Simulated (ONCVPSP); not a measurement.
**silicon: variants of one ONCV potential**

Base potential:

- Element: silicon
- Generator: ONCVPSP 4.0.1
- Type: optimised norm-conserving Vanderbilt (ONCV)
- Functional: PBE
- Relativity: scalar-relativistic
- Frozen core: [Ne]
- Valence charge: 4
- Reference configuration: 3s2 3p2
- Partial waves: 3s: rc 1.55 bohr, ncon 3, nbas 6, qcut 4.5 1/bohr, 2 projectors, debl 1.4 Ha; 3p: rc 2.35 bohr, ncon 5, nbas 10, qcut 3.6 1/bohr, 1 projector; d scattering state at 0.33 Ha: rc 2.30 bohr, ncon 4, nbas 8, qcut 4.3 1/bohr, 3 projectors, debl 2.7 Ha
- Local potential: polynomial inside 1.35 bohr (lpopt 5, dvloc0 0 Ha)
- Core correction: Teter function, fcfact 4.5, rcfact 1.45

Cutoffs, loose and tight: the cutoffs (Ha) at which the residual kinetic energy of the hardest occupied pseudo-wave falls to 1 and 0.1 mHa per electron. They do not see the model core or the augmentation charge, which bear on the density cutoff. Test errors are all-electron minus pseudo excitation energies from the reference, over the configurations 3s2 3p1; 3s2 3p0; 3s1 3p0; 3s1 3p3. A dash means not determined; rows that change the core or the reference have their own tests.

For the base: The cutoffs count occupied waves only; projector 2 of the d channel, the hardest unoccupied one, needs 50 Ha at the loose tolerance.

| change | outcome | cutoff, loose | cutoff, tight | bound ghosts | GHOST(+) flags above zero | largest test error (meV) |
| --- | --- | --- | --- | --- | --- | --- |
| base | generated | 7.9 Ha | 10 Ha | none | s | -16 |
| local potential polynomial inside 1.35 bohr (lpopt 5, dvloc0 2 Ha) | generated | 7.9 Ha | 10 Ha | none | s | -16 |
| all radii but the core radius scaled by about 0.89 (s 1.38, p 2.10, d 2.06 bohr); local potential polynomial inside 1.20 bohr (lpopt 5, dvloc0 0 Ha) | generated | 7.6 Ha | 42 Ha | none | s, d | -10 |
| functional LDA (Perdew-Zunger) | generated | 8.0 Ha | 11 Ha | none | s | -31 |
| s: nproj 1 | generated | 7.9 Ha | 10 Ha | none | none | +56 |
